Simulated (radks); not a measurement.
Trend from K to Kr: ionisation energy by Delta-SCF between NIST ground configurations, and size. All-electron calculation, Dirac Kohn-Sham, PBE, spin-unpolarised, spherical densities, point nucleus; open shells are shared between the two j in proportion to 2j + 1. Program: a radial shooting solver on a logarithmic mesh with Libxc functionals.

species      configuration  IE (eV)  NIST (eV)  kind  -e(HOMO) (eV)  outermost  <r> outermost (bohr)
K                 [Ar] 4s1    4.314      4.341  exp.  2.319 (4s1/2)      4s1/2                  5.01
Ca                [Ar] 4s2    6.309      6.113  exp.  3.766 (4s1/2)      4s1/2                  4.02
Sc            [Ar] 3d1 4s2    6.897      6.561  exp.  3.222 (3d5/2)      4s1/2                  3.72
Ti            [Ar] 3d2 4s2    7.347      6.828  exp.  4.241 (3d5/2)      4s1/2                  3.51
V             [Ar] 3d3 4s2    7.197      6.746  exp.  4.702 (4s1/2)      4s1/2                  3.35
Cr            [Ar] 3d5 4s1    6.901      6.767  exp.  2.883 (3d5/2)      4s1/2                  3.44
Mn            [Ar] 3d5 4s2    8.416      7.434  exp.  5.107 (4s1/2)      4s1/2                  3.09
Fe            [Ar] 3d6 4s2    8.729      7.902  exp.  5.292 (4s1/2)      4s1/2                  2.99
Co            [Ar] 3d7 4s2    6.471      7.881  exp.  5.470 (4s1/2)      4s1/2                  2.89
Ni            [Ar] 3d8 4s2    6.319      7.640  exp.  5.643 (4s1/2)      4s1/2                  2.81
Cu           [Ar] 3d10 4s1    8.149      7.726  exp.  4.610 (4s1/2)      4s1/2                  2.94
Zn           [Ar] 3d10 4s2    9.889      9.394  exp.  5.978 (4s1/2)      4s1/2                  2.65
Ga       [Ar] 3d10 4s2 4p1    5.690      5.999  exp.  2.542 (4p3/2)      4p3/2                  3.45
Ge       [Ar] 3d10 4s2 4p2    7.446      7.899  exp.  3.835 (4p3/2)      4p3/2                  2.92
As       [Ar] 3d10 4s2 4p3    9.152      9.789  exp.  5.106 (4p3/2)      4p3/2                  2.57
Se       [Ar] 3d10 4s2 4p4   10.849      9.752  exp.  6.389 (4p3/2)      4p3/2                  2.32
Br       [Ar] 3d10 4s2 4p5   12.560     11.814  exp.  7.699 (4p3/2)      4p3/2                  2.12
Kr                    [Kr]   14.296     14.000  exp.  9.041 (4p3/2)      4p3/2                  1.96

Reference values: NIST Atomic Spectra Database (measured). Spin polarisation and multiplet splitting are left out, so open shells lie too high by an amount that depends on their filling. Sharing an open shell by 2j + 1 raises it above the true ground level by a part of the spin-orbit splitting, which enters the differences from NIST.

Beside tabulated values, note that spin-unpolarised runs miss the spin-polarisation part of the exchange energy of open shells.
